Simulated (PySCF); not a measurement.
**One molecule, many functionals**

Species: C₅H₁₀Si.
Z-matrix (Å and degrees, PBE0-D3(BJ)/def2-SVP geometry), rows numbered from 1:
```
C 
C   1  1.3383
Si  2  1.8727  1  123.68
C   3  1.8823  2  110.45  1  -114.55
C   4  1.3406  3  119.84  2  -120.48
C   4  1.5016  3  117.76  2    58.81
H   1  1.0963  2  121.75  3    -1.61
H   1  1.0961  2  122.21  3   178.60
H   2  1.0988  1  118.04  3  -178.35
H   3  1.4990  2  107.19  1     5.62
H   3  1.4960  2  110.94  1   125.22
H   5  1.0977  4  121.51  3   179.39
H   5  1.0946  4  122.05  3    -0.70
H   6  1.1033  4  111.01  3    61.22
H   6  1.1028  4  111.05  3   -56.69
H   6  1.1011  4  111.95  3  -177.90
```

Linear-response calculations in the def2-SVPD basis (PySCF; singlets by full response, triplets Tamm–Dancoff, core orbitals frozen in the response; HF means time-dependent Hartree–Fock). 'Strongest' is the level of largest summed f among the singlets computed (10 roots, of which the last may lack a degenerate partner); it can jump between rows when another state enters that window. S1 is the lowest singlet of each run and needn't be the same state throughout; f(S1) is that of one state. Isolated species at its PBE0-D3(BJ)/def2-SVP geometry (one conformer only).

| functional | kind | S1 (eV) | f(S1) | strongest (eV) | T1 (eV) | HOMO (eV) | gap (eV) | ionisation energy, ΔSCF (eV) |
| --- | --- | --- | --- | --- | --- | --- | --- | --- |
| LDA | LDA | 4.87 | 0.009 | 6.52 | 4.38 | -6.54 | 4.73 | 9.35 |
| PBE | GGA | 4.94 | 0.010 | 6.61 | 4.19 | -6.40 | 4.81 | 9.19 |
| B3LYP | global hybrid, 20% exact exchange | 5.75 | 0.031 | 6.86 | 4.21 | -7.27 | 6.46 | 9.31 |
| PBE0 | global hybrid, 25% exact exchange | 5.94 | 0.041 | 6.95 | 4.12 | -7.50 | 6.89 | 9.34 |
| BHandHLYP | global hybrid, 50% exact exchange | 6.58 | 0.160 | 7.06 | 4.06 | -8.43 | 8.92 | 9.30 |

What does HF (Hartree–Fock) give?

S1 (eV) 7.00, f(S1) 0.863, strongest (eV) 7.00, T1 (eV) 3.53, HOMO (eV) -9.86, gap (eV) 12.42, ionisation energy, ΔSCF (eV) not settled. S1 runs from 4.87 eV (LDA) to 7.00 eV (HF), a spread of 2.14 eV, while the orbital gap spreads over 7.7 eV. Along PBE (0%), B3LYP (20%), PBE0 (25%), BHandHLYP (50%), HF (100%) S1 rises with the share of exact exchange. −ε(HOMO) comes closest to its own ΔSCF ionisation energy with BHandHLYP (-0.86 eV) and misses most with LDA (-2.80 eV). 'Not settled' means that the ion's SCF failed to converge or may have ended in another state than the lowest.
